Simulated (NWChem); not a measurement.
System: tert-butylthiol (C4H10S); SMILES CC(C)(C)S

The following NWChem deck was run.

```
start job
memory heap 200 mb stack 900 mb global 1100 mb
geometry units angstroms noautoz
  C      0.711962     0.845569     1.263347
  C     -0.002002     0.344331     0.000000
  C      0.711962     0.845569    -1.263347
  C     -1.471715     0.794156     0.000000
  S     -0.060462    -1.526988     0.000000
  H      0.711761     1.943881     1.284012
  H      0.215419     0.483575     2.168715
  H      1.755787     0.512523     1.290848
  H      0.215419     0.483575    -2.168715
  H      0.711761     1.943881    -1.284012
  H      1.755787     0.512523    -1.290848
  H     -2.000232     0.431814    -0.888295
  H     -2.000232     0.431814     0.888295
  H     -1.520629     1.889964     0.000000
  H      1.275962    -1.727472     0.000000
end
basis spherical
  C library def2-svp
  S library def2-svp
  H library def2-svp
end
dft
  xc m06-l
  grid xcoarse
  iterations 150
  mulliken
end
task dft gradient
```

NWChem printed, in part:

```
             Northwest Computational Chemistry Package (NWChem) 7.3.0
             --------------------------------------------------------

 CS  symmetry detected

                             Geometry "geometry" -> ""
                             -------------------------

 Output coordinates in angstroms (scale by  1.889725989 to convert to a.u.)

  No.       Tag          Charge          X              Y              Z
 ---- ---------------- ---------- -------------- -------------- --------------
    1 C                    6.0000     0.69704218     0.87109761     1.26334700
    2 C                    6.0000    -0.00642671     0.35523362     0.00000000
    3 C                    6.0000     0.69704218     0.87109761    -1.26334700
    4 C                    6.0000    -1.48510895     0.77463518     0.00000000
    5 S                   16.0000    -0.02625942    -1.51689325     0.00000000
    6 H                    1.0000     0.67417746     1.96917160     1.28401200
    7 H                    1.0000     0.20807469     0.49893448     2.16871500
    8 H                    1.0000     1.74751736     0.55966195     1.29084800
    9 H                    1.0000     0.20807469     0.49893448    -2.16871500
   10 H                    1.0000     0.67417746     1.96917160    -1.28401200
   11 H                    1.0000     1.74751736     0.55966195    -1.29084800
   12 H                    1.0000    -2.00603645     0.40146434    -0.88829500
   13 H                    1.0000    -2.00603645     0.40146434     0.88829500
   14 H                    1.0000    -1.55662463     1.86920051     0.00000000
   15 H                    1.0000     1.31401702    -1.68975733     0.00000000

 Effective nuclear repulsion energy (a.u.)     243.2492878894

      Symmetry information
      --------------------

 Group name             Cs
 Group number              2
 Group order               2
 No. of unique centers    10

                                 NWChem DFT Module
                                 -----------------

 Summary of "ao basis" -> "ao basis" (spherical)
 ------------------------------------------------------------------------------
       Tag                 Description            Shells   Functions and Types
 ---------------- ------------------------------  ------  ---------------------
 C                          def2-svp                 6       14   3s2p1d
 S                          def2-svp                 8       18   4s3p1d
 H                          def2-svp                 3        5   2s1p

      Symmetry analysis of basis
      --------------------------

        a'         75
        a"         49

            General Information
            -------------------
          SCF calculation type: DFT
          Wavefunction type:  closed shell.
          No. of atoms     :    15
          No. of electrons :    50
           Alpha electrons :    25
            Beta electrons :    25
          Charge           :     0
          Spin multiplicity:     1
          Use of symmetry is: on ; symmetry adaption is: on
          Maximum number of iterations: 150
          AO basis - number of functions:   124
                     number of shells:    62
          Convergence on energy requested:  1.00D-06
          Convergence on density requested:  1.00D-05
          Convergence on gradient requested:  5.00D-04

              XC Information
              --------------
                        M06-L Method XC Functional
                         M06-L Exchange Functional  1.000
                       M06-L Correlation Potential  1.000

             Grid Information
             ----------------
          Grid used for XC integration:  xcoarse
          Radial quadrature: Mura-Knowles
          Angular quadrature: Lebedev.
          Tag              B.-S. Rad. Rad. Pts. Rad. Cut. Ang. Pts.
          ---              ---------- --------- --------- ---------
          C                   0.70       21          10.0       194
          S                   1.00       42          10.0       194
          H                   0.35       21          11.0       194
          Grid pruning is: on
          Number of quadrature shells:   231
          Spatial weights used:  Erf1

      Superposition of Atomic Density Guess
      -------------------------------------

 Sum of atomic energies:        -552.83935064

      Non-variational initial energy
      ------------------------------

 Total energy =    -556.066488
 1-e energy   =   -1239.024022
 2-e energy   =     439.708247
 HOMO         =      -0.285774
 LUMO         =       0.058146

      Symmetry analysis of molecular orbitals - initial
      -------------------------------------------------

  Numbering of irreducible representations:

     1 a'          2 a"

  Orbital symmetries:

     1 a'          2 a'          3 a'          4 a"          5 a'
     6 a'          7 a'          8 a'          9 a"         10 a'
    11 a'         12 a"         13 a'         14 a'         15 a'
    16 a'         17 a"         18 a'         19 a"         20 a"
    21 a'         22 a"         23 a'         24 a'         25 a"
    26 a'         27 a'         28 a'         29 a'         30 a"
    31 a"         32 a'         33 a'         34 a"         35 a'

     ---------------------------------------------
      Total Density - Mulliken Population Analysis
     ---------------------------------------------

    Atom       Charge   Shell Charges
 -----------   ------   -------------------------------------------------------
    1 C    6     6.18   1.99  0.97  0.16  2.06  0.98  0.02
    2 C    6     6.25   1.99  0.92  0.43  1.73  1.13  0.05
    3 C    6     6.18   1.99  0.97  0.16  2.06  0.98  0.02
    4 C    6     6.19   1.99  0.96  0.17  2.06  0.99  0.02
    5 S   16    16.25   2.00  1.99  1.20  0.63  5.94  1.79  2.66  0.04
    6 H    1     0.90   0.67  0.21  0.03
    7 H    1     0.90   0.67  0.21  0.03
    8 H    1     0.90   0.67  0.21  0.03
    9 H    1     0.90   0.67  0.21  0.03
   10 H    1     0.90   0.67  0.21  0.03
   11 H    1     0.90   0.67  0.21  0.03
   12 H    1     0.90   0.67  0.20  0.02
   13 H    1     0.90   0.67  0.20  0.02
   14 H    1     0.90   0.67  0.20  0.03
   15 H    1     0.82   0.59  0.20  0.03

   convergence    iter        energy       DeltaE   RMS-Dens  Diis-err
 ---------------- ----- ----------------- --------- --------- ---------
 d= 0,ls=0.0,diis     1   -556.3438206538 -8.00D+02  6.68D-03  3.90D-01
 d= 0,ls=0.0,diis     2   -556.3694373182 -2.56D-02  4.34D-03  2.25D-01
 d= 0,ls=0.0,diis     3   -556.3867869348 -1.73D-02  2.22D-03  6.84D-02
 d= 0,ls=0.0,diis     4   -556.3950021159 -8.22D-03  6.05D-04  6.02D-03
 d= 0,ls=0.0,diis     5   -556.3958385531 -8.36D-04  2.85D-04  1.43D-04
  Resetting Diis
 d= 0,ls=0.0,diis     6   -556.3958637795 -2.52D-05  5.10D-05  4.44D-05
 d= 0,ls=0.0,diis     7   -556.3958693392 -5.56D-06  3.31D-05  4.63D-06
 d= 0,ls=0.0,diis     8   -556.3958690153  3.24D-07  1.49D-05  6.72D-06
 d= 0,ls=0.0,diis     9   -556.3958699210 -9.06D-07  2.30D-06  4.03D-08

         Total DFT energy =     -556.395869921003
      One electron energy =    -1244.341804034661
           Coulomb energy =      495.817813806575
    Exchange-Corr. energy =      -51.121167582337
 Nuclear repulsion energy =      243.249287889419

 Numeric. integr. density =       49.998919624191

                  Occupations of the irreducible representations
                  ----------------------------------------------

                     irrep           alpha         beta
                     --------     --------     --------
                     a'               17.0         17.0
                     a"                8.0          8.0

                       DFT Final Molecular Orbital Analysis
                       ------------------------------------

 Vector   23  Occ=2.000000D+00  E=-3.093057D-01  Symmetry=a'
              MO Center=  2.5D-02,  5.0D-01,  1.2D-15, r^2= 3.4D+00
   Bfn.  Coefficient  Atom+Function         Bfn.  Coefficient  Atom+Function
  ----- ------------  ---------------      ----- ------------  ---------------
    18      0.336295   2 C  px               46     -0.332938   4 C  px
    85     -0.201404   8 H  s               100     -0.201404  11 H  s
     4     -0.193345   1 C  px               32     -0.193345   3 C  px
    49     -0.166146   4 C  px               21      0.141442   2 C  px
   120     -0.117864  15 H  s                86     -0.099118   8 H  s

[...]

                         DFT ENERGY GRADIENTS

    atom               coordinates                        gradient
                 x          y          z           x          y          z
   1 C       1.317219   1.646136   2.387380    0.004705   0.003631   0.008495
   2 C      -0.012145   0.671294   0.000000   -0.000411  -0.002378   0.000000
   3 C       1.317219   1.646136  -2.387380    0.004705   0.003631  -0.008495
   4 C      -2.806449   1.463848   0.000000   -0.009730   0.003055   0.000000
   5 S      -0.049623  -2.866513   0.000000   -0.005069  -0.004040   0.000000
   6 H       1.274011   3.721195   2.426431    0.000504  -0.005843   0.000424
   7 H       0.393204   0.942849   4.098277    0.003279   0.002737  -0.004760
   8 H       3.302329   1.057608   2.439349   -0.005957   0.002022   0.000208
   9 H       0.393204   0.942849  -4.098277    0.003279   0.002737   0.004760
  10 H       1.274011   3.721195  -2.426431    0.000504  -0.005843  -0.000424
  11 H       3.302329   1.057608  -2.439349   -0.005957   0.002022  -0.000208
  12 H      -3.790859   0.758658  -1.678634    0.002526   0.002488   0.005178
  13 H      -3.790859   0.758658   1.678634    0.002526   0.002488  -0.005178
  14 H      -2.941594   3.532277   0.000000   -0.000204  -0.005851   0.000000
  15 H       2.483132  -3.193178   0.000000    0.005301  -0.000857   0.000000
```

Level: M06-L/def2-SVP. Coordinates come from a B3LYP/6-31G* (spherical d) optimisation.
